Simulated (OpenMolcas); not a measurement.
What dynamic correlation does to the levels of Mn3+

| Quantity | Value |
| --- | --- |
| Program | OpenMolcas 26.06 |
| Basis | ANO-RCC-VQZP [7s6p4d3f2g1h] |
| Scalar Hamiltonian | DKH2, point nucleus |
| Active space | 4 electrons in 10 orbitals (3d 4d) |
| State averaging | 2S+1 = 5 even, 5 roots; 2S+1 = 3 even, 45 roots; 2S+1 = 1 even, 44 roots |
| Spin-orbit coupling | state interaction with AMFI integrals over the reference wave functions, term energies averaged over their components |

Methods on the same reference wave functions:
A. CASSCF
B. SS-CASPT2, IPEA 0.25 Eh, imaginary shift 0.1 Eh (closed shells correlated: 3s 3p)
C. MS-CASPT2, IPEA 0.25 Eh, imaginary shift 0.1 Eh (closed shells correlated: 3s 3p)

Energies in eV above 3d⁴ ⁵D₀, the measured ground level; measured values from Corliss and Sugar, J. Phys. Chem. Ref. Data 6, 1253 (1977).

```tsv
Level	A	B	C	Measured
3d⁴ ⁵D₀	0.0000	0.0000	0.0000	0.0000
3d⁴ ⁵D₁	0.0125	0.0127	0.0127	0.0123
3d⁴ ⁵D₂	0.0370	0.0374	0.0374	0.0356
3d⁴ ⁵D₃	0.0726	0.0731	0.0731	0.0685
3d⁴ ⁵D₄	0.1183	0.1186	0.1187	0.1098
3d⁴ ³H₄	2.8520	2.660	2.660	2.6385
3d⁴ ³H₅	2.8796	2.688	2.688	2.6625
3d⁴ ³H₆	2.9107	2.720	2.720	2.6879
3d⁴ ³P₀(1)	3.0627	2.594	2.593	2.5608
3d⁴ ³P₁(1)	3.1364	2.670	2.669	2.6382
3d⁴ ³P₂(1)	3.2689	2.802	2.802	2.7679
3d⁴ ³F₂(1)	3.2805	2.863	2.863	2.8257
3d⁴ ³F₃(1)	3.2902	2.874	2.874	2.8346
3d⁴ ³F₄(1)	3.3060	2.890	2.890	2.8466
3d⁴ ³G₃	3.5964	3.204	3.204	3.1542
3d⁴ ³G₄	3.6294	3.238	3.238	3.1828
3d⁴ ³G₅	3.6579	3.268	3.268	3.2084
3d⁴ ¹I₆	4.3013	4.039	4.039	
3d⁴ ¹G₄(1)	4.5219	3.972	3.972	
3d⁴ ³D₃	4.6644	3.976	3.976	3.8913
3d⁴ ³D₂	4.6735	3.986	3.986	3.9022
3d⁴ ³D₁	4.6835	3.995	3.995	3.9155
3d⁴ ¹S₀	5.2554	4.299	4.300	
3d⁴ ¹D₂	5.6291	5.052	5.052
```

Deviations, from unrounded energies. A percentage is the sum of absolute deviations over the sum of measured energies, with the sign that they share, or ± where signs differ.

| Against measurement | Levels | A | B | C |
| --- | --- | --- | --- | --- |
| mean absolute deviation (cm-1) | 19 | 3100 | 310 | 310 |
| fine structure of the ground term (%) | 4 | +6.3 | +6.9 | +6.9 |
| other terms of the ground configuration (%) | 15 | +15.7 | +1.6 | +1.5 |

B, C lie about equally close to measurement and A furthest from it. The largest miss of C in the table is 3d⁴ ³D₃, by +680 cm-1. The ranking rests on the paired levels alone, and a cruder setting can come out closer through cancelling errors.

Between B and C the level of the table that moves most is 3d⁴ ³P₀(1), by 5.3 cm-1 (lowest in C, highest in B). Moves below CASPT2's spread within the term are not significant.

The two smallest mean deviations differ by little beside CASPT2's spread within terms, so their order carries little weight.

From A to B the spin-free energies of the other terms of 3d⁴ shown, above ⁵D, scale by factors of 0.81 to 0.94, as is usual when dynamic correlation screens the repulsion within a d or f shell.

The lowest spin-free term lies below A's lowest term by 0.393 hartree in B, 0.393 hartree in C.

Term energies are means over components that CASPT2 splits; among the terms shown or strongly mixed into the levels shown the widest spread is 950 cm-1 (3d⁴ ¹I, C). Active for correlation alone: 4d; no level in the range computed is led by a configuration that fills it, so any true level of that kind is missing. The CASPT2 spread within a term exceeds the gap to the next term for 3d⁴ ¹G(1) and 3d⁴ ³D, so the order of their levels is uncertain (figures for B; the like holds for C). Without dynamic correlation excited terms often stand tens of per cent too high (terms of higher spin than the ground term too low), and those without a measured partner can miss by more than the paired ones (holds for A). Computed and measured levels are paired by configuration, term and J; levels that our copy of the source lacks, or whose pairing is in doubt (as where it misses far off the trend of its configuration), stay unpaired and out of the deviations. Levels of configurations outside the active space are missing. The table leaves out levels that lie high or whose names do not pair safely across all columns.

A number in round brackets counts repeated terms of one configuration in the order of the reference energies.
